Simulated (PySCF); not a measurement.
C₃H₇Te, SMILES CC(C)[Te], multiplicity 2. Atoms are numbered in the order given.

```xyz
11

C      1.9348     0.1342    -1.2733
C      1.3063    -0.4249     0.0000
C      1.9348     0.1342     1.2733
Te    -0.8673     0.0155     0.0000
H      1.8457     1.2390    -1.3168
H      3.0180    -0.1211    -1.2972
H      1.4762    -0.2852    -2.1912
H      1.3635    -1.5315     0.0000
H      1.8457     1.2390     1.3168
H      3.0180    -0.1211     1.2972
H      1.4762    -0.2852     2.1912
```
Charge 0, spin multiplicity 2.

Geometry optimised at PBE-D3(BJ)/def2-SVP. The geometry has at least one imaginary mode, so it is a saddle point at that level. The isomer is the one that the SMILES or the coordinates give; other isomers of the formula were not compared. The def2 effective core potentials stand for the cores of Te; spin–orbit coupling is left out.

All values below come from PBE-D3(BJ)/def2-SVP (PySCF).

Frequencies are harmonic and unscaled.

```tsv
mode	ν (cm⁻¹)	IR (km/mol)	moving atoms (share of kinetic energy)
1	110i	0.6	C 74 %, H 21 %
2	233	0.1	C 50 %, H 32 %, Te 18 %
3	244	0.0	H 98 %
4	266	0.1	H 89 %
5	377	0.9	C 58 %, H 42 %
6	483	1.4	C 65 %, H 31 %
7	851	4.7	H 90 %, C 10 %
8	871	0.8	C 66 %, H 34 %
9	910	0.3	H 80 %, C 20 %
10	975	3.6	H 85 %, C 15 %
11	1076	0.0	C 75 %, H 25 %
12	1121	43.9	C 51 %, H 49 %
13	1165	37.3	H 69 %, C 31 %
14	1240	0.1	H 80 %, C 20 %
15	1329	5.1	H 78 %, C 22 %
16	1344	3.9	H 80 %, C 20 %
17	1394	0.8	H 94 %
18	1404	1.0	H 97 %
19	1414	10.2	H 96 %
20	1425	6.4	H 96 %
21	2948	19.5	H 97 %
22	2950	37.3	H 97 %
23	3021	0.4	H 92 %, C 8 %
24	3029	2.0	H 91 %, C 9 %
25	3037	18.8	H 91 %, C 9 %
26	3063	8.1	H 90 %, C 10 %
27	3067	17.6	H 91 %, C 9 %
```
